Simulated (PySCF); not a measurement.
Compound: [NbCl6]- (charge -1 and singlet state).
Geometry (PBE0-D3(BJ)/def2-SVP, Å), atoms numbered from 1 in this order:
```xyz
7
NbCl6 angstrom
Nb     0.000    0.000    0.000
Cl    -0.015   -0.009    2.362
Cl     0.016    0.009   -2.362
Cl     2.362    0.003    0.017
Cl    -2.362   -0.004   -0.016
Cl    -0.005    2.362    0.008
Cl     0.005   -2.362   -0.008
```

The calculation used PySCF, PBE0-D3(BJ)/def2-SVP geometry optimisation, gas phase, def2 core potentials past Kr.

(1) Which atoms are bound to Nb1, and at what distances?

(2) List the angles at Nb1.

(3) What is the shape at Nb1?

(4) What are the rotational constants (commonest isotopes, rigid rotor)?

## Answers

(1) 6 atoms: Cl7 2.362 Å, Cl5 2.362 Å, Cl3 2.362 Å, Cl2 2.362 Å, Cl4 2.362 Å, Cl6 2.362 Å.

(2) 
```
      angle  degrees  distance of the outer atoms (Å)
Cl2–Nb1–Cl3    180.0                             4.72
Cl6–Nb1–Cl7    180.0                             4.72
Cl4–Nb1–Cl5    180.0                             4.72
Cl4–Nb1–Cl6     90.1                             3.34
Cl2–Nb1–Cl6     90.0                             3.34
Cl3–Nb1–Cl4     90.0                             3.34
Cl2–Nb1–Cl5     90.0                             3.34
Cl5–Nb1–Cl7     90.0                             3.34
Cl3–Nb1–Cl7     90.0                             3.34
Cl3–Nb1–Cl5     90.0                             3.34
Cl3–Nb1–Cl6     90.0                             3.34
Cl2–Nb1–Cl7     90.0                             3.34
Cl2–Nb1–Cl4     90.0                             3.34
Cl5–Nb1–Cl6     90.0                             3.34
Cl4–Nb1–Cl7     90.0                             3.34
```

(3) Octahedral: the three widest angles are 180.0°, 180.0° and 180.0°, the others run from 90.0° to 90.1°.

(4) A = 648.1, B = 647.7, C = 647.5 MHz: a spherical top.

Point group: Oh (every atom within 0.08 Å of its image). Charge -1, singlet. Not checked by PBE0-D3(BJ)/def2-SVP frequencies.
